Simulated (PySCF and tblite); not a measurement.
The numbers below are computed, except where a source is named.
System: C₅H₈BFO₂, numbered as in [OH:1][B:2]([OH:3])[C:4]1=[CH:5][C@H:6]([F:7])[CH2:8][CH2:9]1.

For the rotation about the B2–C4 bond (torsion O1–B2–C4–C5 from 176° to 364°, rising): electronic barrier 3.46 kcal/mol, zero-point change -0.09 kcal/mol, thermal and entropy terms at 350 K a further 0.72 kcal/mol (symmetry numbers apart). The minimum is C1, the saddle C1. Level: PBE0/pcSseg-1 + D3(BJ), IEF-PCM chloroform on GFN2-xTB stationary points, with GFN2-xTB thermal terms. Rate constants are transition-state-theory values, counting equivalent paths, without tunnelling. (PySCF 2.14 with density fitting, tblite 0.8.)

(1) How many equivalent paths lead out of the minimum?

(2) Work out the rate at 350 K.

Results:

(1) 2: the symmetry number of the minimum is 1, that of the saddle displaced along its mode 1, and since the end is the start again or its mirror image, the same path run backwards is a second way out.

(2) ΔG‡ = 4.09 kcal/mol; k_B T/h = 7.3×10¹² s⁻¹; exp(−ΔG‡/RT) = 0.0028; times 2 gives k = 4.1×10¹⁰ s⁻¹. Wigner's tunnelling factor for the 39i cm⁻¹ mode would be 1.00.
